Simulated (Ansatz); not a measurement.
Breaking a bond: GaMg (anion, charge -1), lowest triplet found (which spin is the ground state isn't settled by this scan).

Computed with full CI/aug-cc-pVDZ, cores with 3d frozen (Ansatz, a quantum-chemistry and plane-wave program).

### Question
Relative to R = 2.82 Å, what are the energies at R = 2.19, 2.30, 2.52, 3.30 Å?

### Answer
33.3 mEh at 2.19 Å, 19.0 mEh at 2.30 Å, 4.0 mEh at 2.52 Å, 6.6 mEh at 3.30 Å.

The scan ran from 1.91 to 9.00 Å; beyond the distances shown full CI changes its symmetry label. Where the anion isn't bound against loss of the electron, the finite basis alone holds it.
